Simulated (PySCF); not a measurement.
Run record: geometry optimisation, `B[C@H]1[SiH2]C1=C`.

Method: PBE0-D3(BJ)/def2-SVP geometry optimisation, gas phase (PySCF 2.14.0). Start geometry: GFN2-xTB. A driver script takes a list of jobs; this job's settings line and coordinates (Å) are shown.

Command:
```bash
OMP_NUM_THREADS=1 python probes_run.py task.json out
```

Input:
```
{"job": {"xc": "PBE0", "basis": "def2-SVP", "d3": "d3bj", "grid": 1, "shake": 0.01, "kind": "geom"}, "charge": 0, "multiplicity": 1}
B      1.773150    -0.107910     0.627310
C      0.629850    -0.357230    -0.367750
Si    -0.927580    -1.242190     0.445260
C     -0.629860     0.402360    -0.355630
C     -1.092170     1.566890    -0.775900
H      1.557300     0.604250     1.556090
H      2.811200    -0.589220     0.477480
H      0.904770    -0.759330    -1.343620
H     -1.476020    -2.326220    -0.304290
H     -0.967050    -1.386290     1.907270
H     -2.120190     1.890610    -0.625390
H     -0.423720     2.276010    -1.249860
```

Output:
```
step   0  E = -432.28405021  max force = 0.032337
step   1  E = -432.29128469  max force = 0.006923
step   2  E = -432.29196957  max force = 0.005684
step   3  E = -432.29259498  max force = 0.005461
step   4  E = -432.29317248  max force = 0.005953
step   5  E = -432.29363029  max force = 0.002838
step   6  E = -432.29372990  max force = 0.001337
step   7  E = -432.29375408  max force = 0.000724
step   8  E = -432.29376551  max force = 0.000541
step   9  E = -432.29376892  max force = 0.000554
step  10  E = -432.29377099  max force = 0.000238
optimisation converged
```

Energies in Eh; «max force» is the largest Cartesian gradient component in Eh/bohr.

Task: Give the first gradient maximum in eV/Å.

Result: With 1 Eh/bohr = 51.422 eV/Å, 1.663 eV/Å.

Task: How much energy does the optimisation release, in eV?

Result: E(step 0) − E(last step) = 0.009721 Eh, which is 0.265 eV.

Summary of the converged run: final energy -432.29377 Eh after 10 steps; dipole 2.00 D.

Task: Where do the atoms end?

Result: 0.297 Å rms from the input after alignment:
```
atom  x, y, z in Å
B1     1.6711   -0.2666    0.6612
C2     0.7228   -0.1103   -0.5023
Si3   -0.6547   -1.0868    0.5252
C4    -0.6188    0.5030   -0.3826
C5    -1.2538    1.5724   -0.8509
H6     1.4328    0.2703    1.7217
H7     2.6615   -0.9484    0.5346
H8     0.9708   -0.5774   -1.4678
H9    -1.1770   -2.2935   -0.1613
H10   -0.6662   -1.1566    2.0036
H11   -2.3073    1.7538   -0.6222
H12   -0.7379    2.3128   -1.4731
```

On one thread, Arm Neoverse V1 (aarch64), shared host, this took 47 s of wall time and 0.46 GiB of memory at its peak.
Labels such as C1 count atoms from 1, the log's own numbers from 0.
